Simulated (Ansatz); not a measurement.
Reaction (ligand exchange at the Al–O bond): `C[CH2][AlH][O][SiH3]` + H₂Se → `C[CH2][AlH][SeH]` + `O[SiH3]`

Isolated molecules relaxed with PBE0-D4/def2-TZVP in Ansatz; ΔE leaves out vibrations. CCSD(T)/CBS adds triple-zeta CCSD(T) − MP2 to the extrapolated MP2 energy (def2 sets, frozen cores). DFT in def2-TZVPP. B3LYP here is the variant with VWN-RPA as its local correlation; programs differ in this. HSE06 is defined as in plane-wave codes. For Se outer-core shells are correlated without core-valence functions, which leaves a few kJ/mol of doubt a bond. Scalar relativity is left out up to krypton. One conformer a species, not always the lowest.

| level | ΔE (kcal/mol) | difference from CCSD(T)/CBS |
| --- | --- | --- |
| LDA (SPW92) | 6.1 | -1.8 |
| BLYP-D4 | 9.9 | 2.0 |
| r2SCAN-D4 | 8.1 | 0.2 |
| B97M-V | 10.2 | 2.3 |
| PBE0-D4 | 6.3 | -1.6 |
| r2SCANh-D4 | 8.0 | 0.1 |
| r2SCAN0-D4 | 7.9 | 0.0 |
| HSE06-D4 | 6.1 | -1.8 |
| BHLYP-D4 | 10.5 | 2.6 |
| CAM-B3LYP-D4 | 11.1 | 3.2 |
| ωB97X-V | 9.0 | 1.1 |
| ωB97M-V | 8.8 | 0.9 |
| PBE-QIDH | 7.0 | -0.9 |
| PBE | 5.7 | -2.2 |
| revPBE | 5.7 | -2.2 |
| BLYP | 9.6 | 1.7 |
| r2SCAN | 7.9 | 0.0 |
| PBE0 | 6.1 | -1.8 |
| B3LYP | 9.7 | 1.8 |
| r2SCAN0 | 7.7 | -0.2 |
| HSE06 | 5.9 | -2.0 |
| BHLYP | 10.4 | 2.5 |
| CAM-B3LYP | 10.9 | 3.0 |
| LC-ωPBE | 8.2 | 0.3 |
| RPA@PBE/def2-TZVPP | 9.6 | 1.7 |
| HF/def2-SVP | 12.6 | 4.7 |
| MP2/def2-SVP | 10.4 | 2.5 |
| CCSD/def2-SVP | 11.5 | 3.6 |
| CCSD(T)/def2-SVP | 11.1 | 3.2 |
| HF/def2-TZVPP | 11.1 | 3.2 |
| MP2/def2-TZVPP | 8.0 | 0.1 |
| SCS-MP2/def2-TZVPP | 9.5 | 1.6 |
| CCSD/def2-TZVPP | 9.4 | 1.5 |
| CCSD(T)/def2-TZVPP | 8.8 | 0.9 |
| HF/def2-QZVPP | 11.8 | 3.9 |
| MP2/def2-QZVPP | 7.8 | -0.1 |
| SCS-MP2/def2-QZVPP | 9.2 | 1.3 |
| HF/CBS(def2) | 11.8 | 3.9 |
| MP2/CBS(def2) | 7.2 | -0.7 |
| CCSD/CBS(def2) | 8.5 | 0.6 |
| CCSD(T)/CBS | 7.9 | 0 |

Largest T1 diagnostic among the species: 0.011.

At CCSD(T), def2-SVP lies +3.2 kcal/mol from the extrapolated value and def2-TZVPP +0.9 kcal/mol. Leaving LDA and LC-ωPBE aside and taking each functional with its dispersion term where it has one, the values, not all of them listed here, spread over 5.2 kcal/mol, from PBE-D4 to CAM-B3LYP-D4.
